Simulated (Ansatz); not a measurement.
Steps of a relaxation of CH$_{7}$FGeOSi, SMILES `CO[SiH](F)[GeH3]` with RKS PBE-D4/def2-SVP.

```sh
$ ansatz run in.yaml --threads 4 --pin off --events-out ev --progress --plain --max-ram 11315MiB
```

```yaml
crystal:
  periodic: [false, false, false]
  atoms:
    - {symbol: C, position_ang: [-1.319700, 0.888100, 1.019300]}
    - {symbol: O, position_ang: [-1.555100, 0.091900, -0.106900]}
    - {symbol: Si, position_ang: [-0.294400, -1.058400, -0.165600]}
    - {symbol: F, position_ang: [-0.644200, -2.351300, -1.124200]}
    - {symbol: Ge, position_ang: [1.635300, -0.086400, -1.067000]}
    - {symbol: H, position_ang: [-0.412400, 1.515700, 0.939200]}
    - {symbol: H, position_ang: [-2.163000, 1.680300, 1.027400]}
    - {symbol: H, position_ang: [-1.385900, 0.378000, 1.954300]}
    - {symbol: H, position_ang: [0.042300, -1.540000, 1.242900]}
    - {symbol: H, position_ang: [2.077000, 1.106400, -0.128700]}
    - {symbol: H, position_ang: [2.761700, -1.128200, -1.099000]}
    - {symbol: H, position_ang: [1.335400, 0.448700, -2.457800]}
basis:
  gaussian: {orbitals: def2-SVP}
hamiltonian: {xc: pbe, dispersion: d4}
relax: {f_tol: 0.03, max_steps: 200}
```

Positions (Å) and forces (eV/Å) along the path, 11 of 26 steps:

```xyz
12
step=1 energy=-70279.6015 eV
C    -1.320    0.888    1.019   -1.948    3.040   -0.959
O    -1.555    0.092   -0.107    0.722   -1.528   -0.386
Si   -0.294   -1.058   -0.166    0.024   -0.290   -0.024
F    -0.644   -2.351   -1.124   -0.283    0.345    0.272
Ge    1.635   -0.086   -1.067    0.216    0.474    0.506
H    -0.412    1.516    0.939    0.477   -0.137    0.151
H    -2.163    1.680    1.027    0.798   -0.805    0.165
H    -1.386    0.378    1.954    0.149   -0.862    1.369
H     0.042   -1.540    1.243   -0.379   -0.043   -0.252
H     2.077    1.106   -0.129   -0.049   -0.284   -0.302
H     2.762   -1.128   -1.099    0.232   -0.110   -0.064
H     1.335    0.449   -2.458    0.042    0.199   -0.475
12
step=2 energy=-70279.8376 eV
C    -1.381    0.923    1.040   -0.711    0.972   -0.396
O    -1.549    0.035   -0.056    0.595   -0.419   -0.048
Si   -0.264   -1.076   -0.149   -0.580   -0.348    0.124
F    -0.723   -2.367   -1.062    0.028    0.423    0.041
Ge    1.681   -0.071   -1.110    0.156    0.064    0.097
H    -0.437    1.511    0.970    0.081   -0.018    0.089
H    -2.216    1.679    1.032    0.322   -0.390   -0.059
H    -1.418    0.412    2.013    0.065   -0.258    0.405
H    -0.090   -1.618    1.262    0.195    0.103   -0.206
H     2.159    1.109   -0.215   -0.061   -0.029    0.004
H     2.846   -1.088   -1.159    0.026   -0.066   -0.010
H     1.470    0.495   -2.533   -0.116   -0.034   -0.042
12
step=3 energy=-70279.8997 eV
C    -1.408    0.955    1.048   -0.044    0.009   -0.036
O    -1.500    0.045   -0.050    0.428   -0.133    0.259
Si   -0.244   -1.089   -0.126   -0.326   -0.087   -0.259
F    -0.726   -2.316   -1.111    0.011    0.293    0.198
Ge    1.700   -0.090   -1.111    0.030   -0.068    0.001
H    -0.464    1.554    1.025   -0.089   -0.029    0.003
H    -2.255    1.669    1.005   -0.028   -0.048   -0.081
H    -1.455    0.429    2.033    0.000    0.031   -0.069
H    -0.038   -1.655    1.263    0.058    0.022   -0.120
H     2.158    1.097   -0.224    0.023    0.049    0.020
H     2.869   -1.110   -1.176   -0.009    0.021   -0.006
H     1.438    0.456   -2.543   -0.054   -0.060    0.091
12
step=6 energy=-70279.9534 eV
C    -1.466    1.008    1.088    0.030   -0.005   -0.031
O    -1.378    0.061    0.041   -0.028   -0.022    0.005
Si   -0.194   -1.103   -0.126    0.011    0.016   -0.005
F    -0.795   -2.202   -1.179   -0.005    0.018    0.023
Ge    1.761   -0.143   -1.110   -0.001   -0.009   -0.008
H    -0.633    1.747    1.048   -0.004    0.032    0.023
H    -2.420    1.563    0.983   -0.012    0.002   -0.011
H    -1.456    0.532    2.095    0.008   -0.027    0.007
H     0.051   -1.799    1.191   -0.004    0.004   -0.007
H     2.253    1.056   -0.253   -0.005   -0.001    0.008
H     2.924   -1.163   -1.216    0.010   -0.003   -0.006
H     1.430    0.389   -2.528    0.003   -0.005    0.003
12
step=8 energy=-70279.9537 eV rejected
C    -1.510    1.011    1.105   -0.090    0.089    0.054
O    -1.327    0.151   -0.008    0.003    0.168    0.126
Si   -0.174   -1.048   -0.135   -0.057   -0.057   -0.047
F    -0.815   -2.168   -1.144    0.034    0.007    0.004
Ge    1.809   -0.183   -1.142    0.032    0.014    0.003
H    -0.784    1.867    1.098   -0.158   -0.239    0.005
H    -2.541    1.441    1.065    0.259   -0.129   -0.023
H    -1.405    0.464    2.077    0.003    0.132   -0.129
H     0.047   -1.703    1.206    0.000    0.023    0.019
H     2.345    0.991   -0.273   -0.003   -0.022   -0.020
H     2.935   -1.247   -1.259   -0.023    0.015    0.005
H     1.496    0.369   -2.556    0.001   -0.001    0.002
12
step=12 energy=-70279.9620 eV
C    -1.545    1.000    1.126   -0.052    0.085    0.046
O    -1.276    0.224   -0.023    0.069   -0.053   -0.027
Si   -0.153   -1.006   -0.127   -0.017   -0.006   -0.077
F    -0.801   -2.139   -1.116    0.006   -0.015    0.014
Ge    1.836   -0.199   -1.172   -0.003    0.013    0.017
H    -0.836    1.855    1.214   -0.042   -0.004    0.013
H    -2.574    1.411    1.046    0.046   -0.003    0.012
H    -1.484    0.405    2.067   -0.005   -0.006    0.002
H     0.048   -1.625    1.234    0.003    0.010    0.007
H     2.417    0.977   -0.337   -0.007   -0.005   -0.006
H     2.932   -1.290   -1.286    0.002   -0.014   -0.004
H     1.511    0.332   -2.592   -0.001   -0.002    0.004
12
step=13 energy=-70279.9665 eV
C    -1.598    0.991    1.157    0.115    0.068   -0.109
O    -1.186    0.330   -0.036   -0.001    0.136    0.344
Si   -0.115   -0.947   -0.122   -0.029    0.055   -0.015
F    -0.800   -2.094   -1.073    0.013   -0.026    0.004
Ge    1.883   -0.222   -1.211   -0.021   -0.006   -0.012
H    -0.940    1.872    1.378   -0.202   -0.190   -0.094
H    -2.641    1.351    1.018    0.083    0.031    0.008
H    -1.584    0.329    2.057    0.030   -0.026   -0.131
H     0.067   -1.529    1.257    0.022   -0.013   -0.002
H     2.527    0.955   -0.424   -0.026   -0.051   -0.018
H     2.924   -1.367   -1.328    0.006    0.018    0.006
H     1.538    0.277   -2.639    0.012    0.004    0.019
12
step=15 energy=-70279.9849 eV
C    -1.639    0.984    1.170    0.028    0.007   -0.171
O    -1.026    0.479   -0.014    0.022    0.013    0.256
Si   -0.065   -0.885   -0.111   -0.380   -0.054    0.117
F    -0.851   -2.043   -0.975    0.056    0.075    0.045
Ge    1.895   -0.264   -1.256    0.275    0.098   -0.171
H    -1.104    1.895    1.526   -0.038   -0.095   -0.035
H    -2.691    1.271    0.950    0.052   -0.034   -0.025
H    -1.651    0.238    1.998    0.020    0.014   -0.013
H     0.145   -1.441    1.275    0.006    0.003   -0.005
H     2.591    0.875   -0.463   -0.009   -0.007   -0.003
H     2.908   -1.431   -1.391   -0.023   -0.017   -0.001
H     1.564    0.267   -2.674   -0.009   -0.005    0.007
12
step=17 energy=-70280.0178 eV
C    -1.695    0.988    1.176   -0.024   -0.101    0.016
O    -0.802    0.598    0.147    0.002    0.053   -0.025
Si   -0.002   -0.848   -0.045    0.098    0.137    0.101
F    -0.911   -1.929   -0.876   -0.111   -0.076   -0.085
Ge    1.933   -0.284   -1.309    0.012   -0.004    0.013
H    -1.350    1.942    1.627    0.003    0.003   -0.015
H    -2.715    1.148    0.764    0.014   -0.007   -0.021
H    -1.768    0.228    1.987    0.007    0.010    0.017
H     0.256   -1.478    1.299   -0.013   -0.001    0.030
H     2.727    0.798   -0.531    0.021    0.003   -0.004
H     2.859   -1.511   -1.514    0.000   -0.006   -0.020
H     1.545    0.293   -2.693   -0.009   -0.009   -0.007
12
step=25 energy=-70280.0376 eV
C    -1.732    0.961    1.186   -0.024    0.006    0.014
O    -0.654    0.737    0.290    0.005   -0.035    0.006
Si    0.043   -0.751   -0.002   -0.008    0.022   -0.008
F    -0.979   -1.706   -0.869   -0.004    0.004    0.005
Ge    1.975   -0.306   -1.320    0.014    0.007    0.010
H    -1.711    2.023    1.510   -0.003   -0.051   -0.014
H    -2.711    0.765    0.692    0.041    0.008    0.035
H    -1.665    0.318    2.097   -0.011    0.039   -0.042
H     0.270   -1.478    1.299    0.000    0.005   -0.004
H     2.950    0.620   -0.546   -0.006   -0.005   -0.010
H     2.720   -1.625   -1.657   -0.006    0.005   -0.003
H     1.570    0.387   -2.646    0.002   -0.004    0.013
12
step=26 energy=-70280.0379 eV
C    -1.733    0.961    1.186    0.004   -0.002   -0.002
O    -0.656    0.735    0.288    0.009   -0.026    0.007
Si    0.043   -0.751   -0.003   -0.010    0.015    0.012
F    -0.979   -1.706   -0.869    0.003    0.001    0.000
Ge    1.978   -0.307   -1.317    0.006    0.005   -0.006
H    -1.723    2.027    1.491   -0.005   -0.014   -0.002
H    -2.711    0.745    0.700    0.007    0.003    0.015
H    -1.655    0.335    2.106   -0.004    0.019   -0.022
H     0.269   -1.477    1.299    0.001    0.003   -0.007
H     2.960    0.609   -0.540   -0.008   -0.015   -0.006
H     2.711   -1.627   -1.673   -0.004    0.012    0.007
H     1.572    0.401   -2.634    0.001    0.000    0.006
```

Run time 45 s (4 threads of an Arm Neoverse V1 on a shared host); peak host memory 0.19 GiB.
